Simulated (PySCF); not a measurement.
# Cost of excited-state runs on 2-propylthiazole, C₆H₉NS

Geometry (Å), atoms numbered from 1 in this order:
```xyz
17

C    -2.9689   -0.4926   -0.0536
C    -1.4787   -0.7421    0.1048
C    -0.6273    0.3780   -0.4954
C     0.8415    0.1418   -0.3757
N     1.6231   -0.1907   -1.3592
C     2.9080   -0.3794   -0.9393
C     3.1296   -0.1919    0.3968
S     1.6566    0.2449    1.1658
H    -3.5618   -1.3080    0.3868
H    -3.2729    0.4447    0.4394
H    -3.2497   -0.4121   -1.1158
H    -1.1981   -1.6938   -0.3763
H    -1.2260   -0.8568    1.1728
H    -0.8937    1.3386   -0.0221
H    -0.8365    0.4777   -1.5713
H     3.6778   -0.6597   -1.6607
H     4.0619   -0.2811    0.9514
```

PySCF with density fitting, on 1 thread of an Intel Xeon Platinum 8375C, shared host. Command: `OMP_NUM_THREADS=1 python excited_run.py task.json out`

Question: How long does each of these runs take, and how much memory?
- first hyperpolarisability, CAM-B3LYP/aug-cc-pVDZ; usual settings
- excited states, CAM-B3LYP/def2-TZVP; Tamm-Dancoff; spin-orbit couplings; 6 states; 5 triplets; quadratic response for 4 states
- excited states, CAM-B3LYP/aug-cc-pVDZ; two-photon moments; 8 states; quadratic response for 6 states; 0 triplets

Answer: 
```csv
run,level,basis functions,wall time,peak memory (GiB)
first hyperpolarisability,CAM-B3LYP/aug-cc-pVDZ,269,63 s,1.2
excited states,CAM-B3LYP/def2-TZVP,308,83 s,1.3
excited states,CAM-B3LYP/aug-cc-pVDZ,269,82 s,1.2
```
Times from a shared host are rough.
